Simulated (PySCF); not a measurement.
Species: BClH6NP.
InChI=1S/BClH6NP/c2-1(3)4/h1H,4H2,3H3/t1-/m0/s1

Computed, not measured: MP2 and CCSD/aug-cc-pVDZ in PySCF, restricted Hartree–Fock reference, 12 core orbitals frozen, non-relativistic, gas phase, PBE0-D3(BJ)/def2-SVP geometry.

E(HF) = -882.94160 Eh.

Task: How large is the problem?

Result: 154 basis functions and 50 electrons; 12 orbitals frozen, which leaves o = 13 correlated occupied and v = 129 virtual orbitals. That is o·v = 1677 singles and o·v(o·v + 1)/2 = 1407003 distinct closed-shell doubles amplitudes before symmetry; the costliest CCSD step grows as o²v⁴ = 4.7 × 10^10.

Task: What are the MP2 and CCSD correlation energies?

Result: MP2 -0.5768 Eh and CCSD -0.6319 Eh, which gives totals of -883.51838 and -883.57351 Eh. That is 0.661 eV for each correlated electron at CCSD (1659 kJ/mol in all, 0.072 % of the total energy); MP2 gives 91.3 % of the CCSD value.

Task: What is the T1 diagnostic?

Result: 0.0111, below the customary warning level of 0.02. It is the norm of the spatial-orbital singles amplitudes over the root of the number of correlated electrons, so the norm is 0.057.

Task: How does correlation change the dipole moment?

Result: HF gives 5.59 D and CCSD (unrelaxed density) 5.43 D, a change of -0.16 D.

Connected triples and the basis-set limit are missing.

Shape of the structure used: `[NH3+:1][B@@H-:2]([PH2:3])[Cl:4]`: H–P3–B2–N1 90°, H–P3–B2–N1 -174°.

One conformer stands for the species.
